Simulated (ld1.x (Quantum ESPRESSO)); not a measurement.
Al, PAW: configuration errors across variants

Al, PAW, made with ld1.x (Quantum ESPRESSO) 7.5 (PBE, scalar-relativistic). Core [Ne], reference 3s1 3p2. Waves: 3s (bound): rcut 1.20, rcutus 1.65 bohr; 3s channel at -0.25 Ry: rcut 1.20, rcutus 1.65 bohr; 3p (bound): rcut 2.55, rcutus 2.70 bohr; 3p channel at 1 Ry: rcut 2.55, rcutus 2.70 bohr; 3d channel at 0.3 Ry: rcut 2.30, rcutus 2.75 bohr. Local part: all-electron potential smoothed inside 2.15 bohr (lloc = -1). Core correction: Bessel-smoothed model core inside 1.00 bohr. Augmentation charge: PSQ, radius 1.25 bohr.

All-electron excitation energies from the reference (eV): (1) 3s2 3p1 -5.139; (2) 3s2 3p0 0.622; (3) 3s1 3p0 19.847; (4) 3s1 3p1 6.432; (5) 3s0 3p3 5.311; (6) 3s2 3p1.3 -5.714; (7) 3s2 3p0.5 -3.054.

4 further variants failed, have other tests or another functional or relativity, and are left out.

A true bound ghost makes a file unfit for plane-wave use even where its test errors are small: the radial tests pick states by their node count and pass the ghost by. Where a test does run into it, the solver fails or the error is huge.

Errors AE − PS in meV (a dash: test not solved or not reliable):

| change | (1) | (2) | (3) | (4) | (5) | (6) | (7) | bound ghosts |
| --- | --- | --- | --- | --- | --- | --- | --- | --- |
| base | -1.1 | -0.5 | -11 | -0.9 | -1.1 | -1.1 | -0.8 | none |
| wave 3d channel at 0.3 Ry: rcut 2.30, rcutus 2.75 bohr becomes 3d channel at 0.3 Ry: rcut 2.30, rcutus 2.98 bohr | -1.1 | -0.5 | -11 | -0.9 | -1.1 | -1.1 | -0.8 | none |
| waves 3s (bound): rcut 1.20, rcutus 2.26 bohr; 3s channel at -0.25 Ry: rcut 1.20, rcutus 2.26 bohr | -1.0 | -0.4 | -11 | -0.9 | -1.1 | -1.0 | -0.7 | none |
| wave 3d channel at 0.3 Ry: rcut 2.30, rcutus 2.75 bohr becomes 3d channel at 0.18 Ry: rcut 2.30, rcutus 2.75 bohr | -1.1 | -0.5 | -11 | -0.9 | -1.1 | -1.1 | -0.8 | none |
| waves 3p (bound): rcut 2.55, rcutus 2.84 bohr; 3p channel at 1 Ry: rcut 2.55, rcutus 2.84 bohr | -1.1 | -0.5 | -11 | -0.9 | -1.0 | -1.1 | -0.8 | none |
| core correction Bessel-smoothed model core inside 1.90 bohr | -0.9 | -0.4 | -8.5 | -0.9 | -0.8 | -1.0 | -0.7 | none |
| augmentation PSQ, radius 1.15 bohr | – | – | – | – | – | – | – | none |

Task: Give the same row for: local potential all-electron potential smoothed inside 1.64 bohr (lloc = -1).

Result: –, -0.5, -11, -0.9, -1.1, –, -0.8; bound ghosts: s. Not counted: 3s2 3p1 (solver errors, printed error -50.0 eV); 3s2 3p1.3 (solver errors, printed error -51.9 eV).
